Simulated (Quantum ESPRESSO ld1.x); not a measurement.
Species: Fe XV. Configuration: [Ne] 3s2. Calculated with ld1.x of Quantum ESPRESSO 7.5: Dirac Kohn-Sham, relativistic LDA (MacDonald-Vosko exchange, VWN5 correlation), spin-unpolarised, spherical densities, point nucleus. Some entries of the table are withheld. Estimate them.

orbital,occ.,eigenvalue (eV),r(max) (bohr),<r> (bohr)
1s1/2,2,-7412.28,0.03839,(1)
2s1/2,2,-1242.59,(2),0.2643
2p1/2,2,-1136.01,0.1768,(3)
2p3/2,4,-1123.24,0.1792,(4)
3s1/2,2,-441.187,(5),(6)

Answer. 
(1) 1s1/2 <r> (bohr): 0.05862
(2) 2s1/2 r(max) (bohr): 0.2219
(3) 2p1/2 <r> (bohr): 0.2302
(4) 2p3/2 <r> (bohr): 0.2331
(5) 3s1/2 r(max) (bohr): 0.6363
(6) 3s1/2 <r> (bohr): 0.6821
